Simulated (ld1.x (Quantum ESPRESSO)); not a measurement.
Results of a calculation; reference values are marked as such.
**Hardness and transferability of assorted potentials**

Generated with ld1.x 7.5 (TM, RRKJ, ultrasoft, PAW), atompaw 4.2 or ONCVPSP 4.0.1. The cutoff is in Ry: for ld1.x and atompaw files where the sum of valence levels is converged to 10 mRy in a Bessel basis, for ONCV files where the hardest occupied wave has 1 mHa per electron of residual kinetic energy. The error is the largest all-electron minus pseudo excitation energy over each file’s own four to seven test configurations (ionisations up to +4, promotions, holes and added fractions of an electron), all of which were solved. The labels leave out finer settings (local radius, basis sizes, second energies), which also bear on the numbers. Spin-polarised tests are not counted. The rows are a selection from randomly drawn settings: files with unsolved tests, undetermined cutoffs or missed reference levels are left out.

A true bound ghost makes a file unfit for plane-wave use even where its test errors are small: the radial tests pick states by their node count and pass the ghost by.

| element | potential | cutoff (Ry) | largest error (meV) | bound ghosts |
| --- | --- | --- | --- | --- |
| C | TM, PBE, non-relativistic, rc 1.00/2.25/1.75 (spd), local smoothed, core correction yes, reference 2s2 2p1.5 | 35 | +694 | none |
| In | TM, BLYP, scalar-relativistic, rc 1.55/2.40/1.80 (spd), local s, core correction no, reference 4d10 5s2 5p0 | 70 | -199 | none |
| Er | ultrasoft, PBEsol, scalar-relativistic, rc 1.80/2.15/2.35/1.35 (spdf), local smoothed, core correction yes, reference 4f12 5s2 5p6 5d0 6s1 6p1 | 100 | +111 | none |
| Bi | TM, PBE, scalar-relativistic, rc 1.65/2.05/2.10 (spd), local p, core correction yes, reference 6s1.75 6p3.25 | 30 | -94 | d |

Task: Fill in the row for Ir: RRKJ, PBE, scalar-relativistic, rc 2.25/3.70/1.25 (spd), local s, core correction no, reference 5d7 6s1 6p1.

Result: cutoff 100 Ry, largest error -149 meV, bound ghosts: none.
